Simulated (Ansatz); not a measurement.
Start from `F[SiH](Cl)S[SiH2]Cl` and change one atom or group to get `F[Si](F)(Cl)S[SiH2]Cl`.

Ansatz, PBE0-D4/def2-TZVP geometries, multiplicity 1. Each molecule was computed in one conformer, which needn't be the lowest.

```tsv
property	`F[SiH](Cl)S[SiH2]Cl`
HOMO energy (B3LYP/def2-TZVPP) / eV	-8.01
HOMO–LUMO gap (B3LYP/def2-TZVPP) / eV	7.32
LUMO energy (B3LYP/def2-TZVPP) / eV	-0.69
LUMO energy (PBE0/def2-TZVPP) / eV	-0.55
HOMO–LUMO gap (PBE/def2-TZVPP) / eV	5.64
HOMO–LUMO gap (PBE0/def2-TZVPP) / eV	7.74
```

Q: What does the change do to each property? (An estimate is asked.)

A: Ansatz gave: 
| property | `F[Si](F)(Cl)S[SiH2]Cl` | shift |
| --- | --- | --- |
| HOMO energy (B3LYP/def2-TZVPP) / eV | -8.20 | -0.19 |
| HOMO–LUMO gap (B3LYP/def2-TZVPP) / eV | 7.54 | 0.22 |
| LUMO energy (B3LYP/def2-TZVPP) / eV | -0.66 | 0.03 |
| LUMO energy (PBE0/def2-TZVPP) / eV | -0.50 | 0.05 |
| HOMO–LUMO gap (PBE/def2-TZVPP) / eV | 5.82 | 0.18 |
| HOMO–LUMO gap (PBE0/def2-TZVPP) / eV | 7.97 | 0.23 |

With PBE0 the HOMO falls by 0.18 eV and the LUMO rises by 0.05 eV, so the gap widens by about 0.23 eV. PBE moves the HOMO by -0.16 eV and ωB97M-V by -0.19 eV.

B3LYP here is the variant with VWN-RPA as its local correlation; programs differ in this.
